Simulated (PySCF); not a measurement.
Choosing a molecule for a target property.

Species are written as SMILES; each is one conformer at its optimised geometry, gas phase, non-relativistic unless stated. Electronic properties by PySCF.

Dipoles, sizes and rotational constants follow the conformer. The torsions of the flexible species, by atom-mapped SMILES:
- `[CH2:1]=[CH:2][S:3][CH2:4][S:5][CH3:6]`: C1–C2–S3–C4 171°, C2–S3–C4–S5 65°, S3–C4–S5–C6 68°
- `[CH2:1]=[CH:2][CH2:3][O:4][CH3:5]`: C1–C2–C3–O4 -130°, C2–C3–O4–C5 69°
- `[CH2:1]=[CH:2][CH2:3][C:4]#[C:5][C:6]([CH3:7])=[S:8]`: C1–C2–C3–C4 122°

Question: Wanted: static isotropic polarisability between 70 au and 90 au (CAM-B3LYP/def2-SVPD) and lowest triplet excitation (Tamm–Dancoff) above 3 eV (TDA CAM-B3LYP/def2-SVPD), at GFN2-xTB geometries. Which candidate meets both?
A. `C=CSCSC`
B. `C=CCC#CC(C)=S`
C. `C=CCOC`
D. `[H]/N=C1\C[SiH2][C@@]1(F)C#N`

Answer: D. Computed values:
| species | static isotropic polarisability | lowest triplet excitation (Tamm–Dancoff) |
| --- | --- | --- |
| C=CCOC | 54.9 au | 4.50 eV |
| [H]/N=C1\C[SiH2][C@@]1(F)C#N | 81.3 au | 4.04 eV |
| C=CSCSC | 93.4 au | 3.88 eV |
| C=CCC#CC(C)=S | 112.3 au | 1.76 eV |
